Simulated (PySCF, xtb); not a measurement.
CClF, SMILES F[C]Cl (connectivity only; charge and spin as stated), neutral, multiplicity 1.

GFN2-xTB (xtb) at its own geometry gives an orbital gap of 2.13 eV and a dipole moment of 1.64 D.

Geometry optimised at r2SCAN-D4/def2-TZVP. The isomer is the one that the SMILES or the coordinates give; other isomers of the formula were not compared.

Q: What does PBE0/def2-TZVPD (PySCF) give? (An estimate is asked for; the answer gives what the named calculation found.)

A: gap 5.18 eV (levels -8.24 and -3.06 eV), dipole 0.73 D.
